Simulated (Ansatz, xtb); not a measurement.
# Isomers of C6H3BrS in order of energy

4 gas-phase structures of C6H3BrS, from a drawn sample of its isomers (lower ones may exist). Each was relaxed with GFN2-xTB:

A. `C#Cc1ccsc1Br`, a singlet
B. `C#Cc1cscc1Br`, a singlet
C. `C#CC(=C=S)/C=C/Br`, a singlet
D. `C#Cc1cc(Br)cs1`, a singlet

**Question.** Which do you expect lowest at r2SCAN-D4/def2-SVP, and how would the others follow?

**Answer.** Calculated order at r2SCAN-D4/def2-SVP: D (0.0), B (1.3), A (2.7), C (36.7) kcal/mol.

Energies above the lowest of each column, in kcal/mol; the last columns are at PBE-D3(BJ)/def2-SVP geometries and were run for some of them only (a dash: not run or not comparable):

| structure | GFN2-xTB | HF/STO-3G | r2SCAN-D4/def2-SVP | PBE-D3(BJ)/def2-SVP | CCSD(T)/def2-SVP + ΔMP2/def2-TZVPP |
| --- | --- | --- | --- | --- | --- |
| D | 0.0 | 0.0 | 0.0 | 0.0 | 0.1 |
| B | 0.8 | 0.8 | 1.3 | 1.2 | 0.0 |
| A | 3.3 | 1.2 | 2.7 | 2.5 | 1.8 |
| C | 38.3 | 62.4 | 36.7 | – | – |

CCSD(T)/def2-SVP + ΔMP2/def2-TZVPP has B and D within 1 kcal/mol of each other at the bottom, and every level picks one of them. CCSD(T)/def2-SVP + ΔMP2/def2-TZVPP orders those it was run on as B (0.0), D (0.1), A (1.8) kcal/mol. Less than 1 kcal/mol parts B and D, so the order within that pair means little. Flexible structures stand in one conformer each, not always the lowest. Frequencies (GFN2-xTB) were run for A, B, D alone. ΔMP2 is the change of the MP2 energy from the smaller to the larger basis.

Over these structures GFN2-xTB departs from r2SCAN-D4/def2-SVP by 0.7 kcal/mol on average once a common shift is removed. A GFN2-xTB relaxation took about 0.15 s and the r2SCAN-D4/def2-SVP energy about 2.1 s on a shared host (Ansatz 0.2.0, xtb 6.7.1).
